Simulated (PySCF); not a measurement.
Level sweep

C2H7NOSSi.
Bonds: C1–S2, S2–Si3, Si3–N4, N4–C5, C5–O6 (double). Hydrogens: H7, H8, H9 on C1; H10, H11 on Si3; H12 on N4; H13 on C5.

PySCF, dipoles from the SCF density, polarisabilities from static response with core orbitals frozen. Isolated species at its PBE0-D3(BJ)/def2-SVP geometry (one conformer only).

**Question.** How do dipole and polarisability depend on functional and basis here?

**Answer.** 

```tsv
level	μ (D)	α (Å³)	anisotropy (Å³)
LDA/def2-SVPD	2.672	13.37	6.63
PBE/def2-SVPD	2.628	13.18	6.54
B3LYP/def2-SVPD	2.680	12.67	5.89
PBE0/def2-SVPD	2.660	12.54	5.86
BHandHLYP/def2-SVPD	2.704	12.09	5.32
CAM-B3LYP/def2-SVPD	2.668	12.41	5.56
wB97X-D/def2-SVPD	2.619	12.37	5.55
LC-wPBE/def2-SVPD	2.597	12.09	5.37
HF/def2-SVPD	2.720	11.52	4.65
PBE0/6-31G*	2.246	10.06	5.80
PBE0/def2-SVP	2.528	10.27	5.75
PBE0/6-31+G*	2.546	11.41	5.24
PBE0/aug-cc-pVDZ	2.613	12.74	6.02
PBE0/def2-TZVP	2.713	11.77	6.14
```

The anisotropy is √(½[(α1 − α2)² + (α2 − α3)² + (α3 − α1)²]). The dipole runs from 2.25 D (PBE0/6-31G*) to 2.72 D (HF/def2-SVPD). No reference polarisability is at hand; against PBE0 in the largest diffuse basis at hand (aug-cc-pVDZ) the other PBE0 rows deviate by 6-31G* -21%, def2-SVP -19%, 6-31+G* -10%, def2-SVPD -2%, def2-TZVP -8%. In one basis (def2-SVPD) the functionals order the polarisability from HF (lowest) to LDA (highest), a spread of 16%. With PBE0 the polarisability is 10.70 Å³ without diffuse functions (mean of 6-31G*, def2-SVP and def2-TZVP) and 12.23 Å³ with them (mean of 6-31+G*, def2-SVPD and aug-cc-pVDZ).
